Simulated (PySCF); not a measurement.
## Continuum solvent and chemical shifts

Bonds (- single, = double, # triple, : aromatic): C1-Si2, Si2-O3, O3-C4, C4:C5, C5:C6, C6:C7, C7:C8, C8:C9, C9:C4. C1 carries H10, H11, H12; Si2 carries H13, H14; C5 carries H15; C6 carries H16; C7 carries H17; C8 carries H18; C9 carries H19.

GIAO PBE0/pcSseg-1 in PySCF 2.14 on one PBE0-D3(BJ)/def2-SVP conformer, non-relativistic, equivalent nuclei averaged. Solvents enter as an IEF-PCM continuum (benzene with ε = 2.3, water with ε = 78.4) around the gas-phase geometry. Shifts are referred to TMS computed in the same medium.

Gas phase, δ in ppm: C4 162.6, C6/C8 135.2, C7 125.6, C5/C9 121.8, C1 -4.1, Si2 -14.7, H16/H18 7.37, H17 7.03, H15/H19 6.93, H13/H14 5.16, H10/H11/H12 0.52. Dipole moment 1.08 D.

Question: How does each δ change in the continuum?

Answer: 
| atoms | environment | Δδ, benzene | Δδ, water |
| --- | --- | --- | --- |
| C4 | aromatic carbon bearing oxygen | +0.5 | +1.1 |
| C6/C8 | aromatic CH | +0.7 | +1.9 |
| C7 | aromatic CH | +0.6 | +1.5 |
| C5/C9 | aromatic CH | +0.5 | +1.1 |
| C1 | methyl carbon bonded to Si | +0.1 | +0.2 |
| Si2 | silicon bonded to C, O, 2 H | +1.1 | +2.6 |
| H16/H18 | hydrogen on an aromatic CH | +0.10 | +0.26 |
| H17 | hydrogen on an aromatic CH | +0.09 | +0.24 |
| H15/H19 | hydrogen on an aromatic CH | +0.09 | +0.21 |
| H13/H14 | hydrogen on a silicon bonded to C, O | -0.02 | -0.05 |
| H10/H11/H12 | hydrogen on a methyl carbon bonded to Si | +0.05 | +0.11 |

Changes are relative to the gas phase. The dipole moment becomes 1.18 D in benzene, 1.30 D in water.

Question: Which nuclei move most (in ppm), and what does the model miss?

Answer: Si2 (silicon bonded to C, O, 2 H, +2.6 ppm) in water. A continuum only polarises the solute; specific hydrogen bonds, the anisotropy of aromatic solvents and changes of geometry or conformer are outside it.
